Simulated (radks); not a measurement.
Values are calculated unless marked as measured or tabulated.
All-electron atom: Sr3+ in [Ar] 3d10 4s2 4p5 (the NIST ground configuration). Code: a radial shooting solver on a logarithmic mesh with Libxc functionals. Model: scalar-relativistic Kohn-Sham, PBEsol, spin-polarised, spherical densities, finite nucleus; open shells are filled with parallel spins first (spin-orbit coupling, left out, can overturn this in heavy ions); Fermi nuclear charge, rms radius 4.224 fm.

Unscreened Slater integrals over Kohn-Sham orbitals (eV). They are taken over the spin-up orbitals. Empty in this configuration: 4d.

integral,value
"F0(4p,4p)",16.457
"F2(4p,4p)",8.7132
"F0(4p,4s)",17.369
"G1(4p,4s)",11.761
"F0(4p,3d)",21.281
"F2(4p,3d)",4.7604
"G1(4p,3d)",1.5684
"G3(4p,3d)",1.4851
"F0(4p,4d)",13.637
"F2(4p,4d)",6.6206
"G1(4p,4d)",8.0684
"G3(4p,4d)",4.9294
"F0(4s,4s)",18.481
"F0(4s,3d)",23.503
"G2(4s,3d)",1.9896
"F0(4s,4d)",14.111
"G2(4s,4d)",5.5618
"F0(3d,3d)",49.960
"F2(3d,3d)",24.256
"F4(3d,3d)",15.332
"F0(3d,4d)",16.051
"F2(3d,4d)",2.6242
"F4(3d,4d)",1.0986
"G0(3d,4d)",0.88691
"G2(3d,4d)",0.95467
"G4(3d,4d)",0.70687
"F0(4d,4d)",11.951
"F2(4d,4d)",6.1340
"F4(4d,4d)",4.0335

Derived for the open shells (J is the average intra-shell exchange parameter used in DFT+U). 4p: J = F2/5 = 1.743 eV.
